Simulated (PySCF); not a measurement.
WCl5, SMILES [Cl][W]([Cl])([Cl])([Cl])[Cl] (connectivity only; charge and spin as stated), neutral, multiplicity 2.

Coordinates come from a PBE-D3(BJ)/def2-SVP optimisation. The multiplicity is an assumed one; other spin states were not compared. The isomer is the one that the SMILES or the coordinates give; other isomers of the formula were not compared. The def2 effective core potentials stand for the cores of W; spin–orbit coupling is left out.

All values below come from TDA-ωB97X/def2-SVPD run with PySCF.

Vertical excitations. 

Computed excitation energies, oscillator strengths and character:
| state | energy (eV) | λ (nm) | f | main pairs |
|---|---|---|---|---|
| root 1 | 0.12 | 10752 | 0.000 | α HOMO→LUMO 95 % |
| root 2 | 1.10 | 1128 | 0.000 | α HOMO→LUMO+1 94 % |
| root 3 | 1.28 | 971 | 0.001 | α HOMO→LUMO+2 94 % |
| root 4 | 3.01 | 412 | 0.001 | α HOMO−1→LUMO 67 %, β HOMO−1→LUMO 25 % |
| root 5 | 3.19 | 389 | 0.000 | α HOMO−2→LUMO 69 %, β HOMO→LUMO 27 % |
| root 6 | 3.21 | 386 | 0.006 | α HOMO−3→LUMO 69 %, β HOMO−3→LUMO 25 % |
| root 7 | 3.34 | 371 | 0.003 | α HOMO−4→LUMO 86 %, β HOMO−4→LUMO 9 % |
| root 8 | 3.37 | 368 | 0.004 | α HOMO−2→LUMO 27 %, β HOMO→LUMO 69 % |
| root 9 | 3.47 | 358 | 0.000 | α HOMO−5→LUMO 60 %, β HOMO−2→LUMO 33 % |
| root 10 | 3.60 | 344 | 0.000 | α HOMO−5→LUMO 29 %, α HOMO→LUMO+3 8 %, β HOMO−2→LUMO 57 % |
Unrestricted roots are not spin-pure.
